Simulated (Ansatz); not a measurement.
Correlation energies of `N#[C][Ge]([F])[Cl]` radical by basis set

```xyz
5

N    -1.963   -0.433   -1.221
C    -0.987   -0.337   -0.616
Ge    0.607   -0.390    0.468
F     1.888    0.049   -0.601
Cl    0.456    1.111    1.970
```

Charge 0, multiplicity 2. Correlated methods include outer-core shells of Ge, which these sets cover unevenly. Scalar relativity is left out up to krypton. The geometry is a stationary point of PBE0-D4/def2-TZVP. Frozen core, unrestricted reference, the Gaussian-basis code of Ansatz.

```
     basis      HF (Eh)  MP2 corr.
  def2-SVP  -2726.09844   -0.79321
def2-TZVPP  -2726.76562   -0.98776
def2-QZVPP  -2726.82857   -1.31403
```

**Question.** Estimate the CCSD correlation energy and the (T) correction in each basis where they were run (hartree).

**Answer.** 
```tsv
basis	CCSD corr.	(T)
def2-SVP	-0.80288	-0.02544
def2-TZVPP	-0.99821	-0.04431
```
